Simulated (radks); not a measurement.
The promethium ion Pm3+, configuration [Xe] 4f2.75 6p1.25 (fractional occupations, a model configuration). Calculated with a radial shooting solver on a logarithmic mesh with Libxc functionals: scalar-relativistic Kohn-Sham, PBE, spin-unpolarised, spherical densities, point nucleus.

Unscreened Slater integrals over Kohn-Sham orbitals (hartree).

integral,value
"F0(6p,6p)",0.25137
"F2(6p,6p)",0.13931
"F0(6p,4f)",0.32892
"F2(6p,4f)",0.052308
"G2(6p,4f)",0.013813
"G4(6p,4f)",0.012815
"F0(6p,5p)",0.31097
"F2(6p,5p)",0.089235
"G0(6p,5p)",0.017125
"G2(6p,5p)",0.023855
"F0(6p,5s)",0.31576
"G1(6p,5s)",0.027695
"F0(4f,4f)",1.0680
"F2(4f,4f)",0.51280
"F4(4f,4f)",0.32272
"F6(4f,4f)",0.23245
"F0(4f,5p)",0.69493
"F2(4f,5p)",0.24808
"G2(4f,5p)",0.12466
"G4(4f,5p)",0.098419
"F0(4f,5s)",0.76455
"G3(4f,5s)",0.14401
"F0(5p,5p)",0.58254
"F2(5p,5p)",0.31645
"F0(5p,5s)",0.61617
"G1(5p,5s)",0.41665
"F0(5s,5s)",0.65857

Derived for the open shells (J is the average intra-shell exchange parameter used in DFT+U). 4f: F4/F2 = 0.629, F6/F2 = 0.453, J = (286 F2 + 195 F4 + 250 F6)/6435 = 0.04160 hartree. 6p: J = F2/5 = 0.02786 hartree.
